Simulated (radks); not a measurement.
The iron ion Fe3+, configuration [Ar] 3d5. Calculated with a radial shooting solver on a logarithmic mesh with Libxc functionals: scalar-relativistic Kohn-Sham, revPBE, spin-polarised, spherical densities, point nucleus; open shells are filled with parallel spins first. Some entries of the table are withheld. Estimate them.

orbital,occ.,eigenvalue (hartree),<r^2> (bohr^2)
1s down,1,-258.5902,0.004595
1s up,1,-258.5894,0.004595
2s up,1,-31.53970,0.08426
2s down,1,-31.44303,0.08386
2p up,3,-27.06410,0.06835
2p down,3,-26.99150,0.06793
3s up,1,(1),0.7429
3s down,1,(2),0.7502
3p up,3,-3.63678,0.8339
3p down,3,-3.41778,0.8489
3d up,5,-1.65753,1.195
3d down,0,-1.44913,1.313
4s up,0,-1.17216,5.709
4p up,0,-0.90669,7.502

Answer. 
(1) 3s up eigenvalue (hartree): -4.89660
(2) 3s down eigenvalue (hartree): -4.67425
